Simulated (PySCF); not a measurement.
# Excitation energy of Be by level of theory

Be [He] 2s2 (1S) → Be [He] 2s1 2p1 (3P), as a difference of total energies. All numbers are calculated (PySCF 2.14, no relativity, point nucleus, in aug-cc-pCVTZ). Correlated levels: valence: 1s2 frozen; valence and next inner shell: nothing frozen. The calculations carry no spin-orbit coupling.

```csv
method,excitation energy (cm⁻¹),error (cm⁻¹)
UHF,13051,-8929
LDA,19399,-2581
PBE,18616,-3365
PBE0,18454,-3526
r2SCAN,17196,-4784
MN15,23782,+1802
HSE06,18422,-3558
wB97M-V,22540,+560
wB97X,19170,-2811
MP2 (valence),18752,-3228
SCS-MP2 (valence),20420,-1560
MP2 (valence and next inner shell),18889,-3091
SCS-MP2 (valence and next inner shell),20569,-1411
```

Reference: 21980 cm⁻¹ (measured; NIST levels, between the centres of gravity of the two terms).

Errors of the correlated levels include the incompleteness of this basis and the frozen core.
